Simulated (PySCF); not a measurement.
A structure optimised at PBE-D3(BJ)/def2-TZVP, used in a PySCF frequency run:

```xyz
3

Y      0.3289    -0.5059     0.0000
O     -1.0958    -1.6339     0.0000
Cl    -0.2389     1.9294     0.0000
```

Problem. Write its SMILES, formula and point group.

Solution. [O]=[Y][Cl], ClOY, Cs

Problem. What are its rotational constants (standard atomic weights)?

Solution. 16.440, 2.5600, 2.2151 GHz
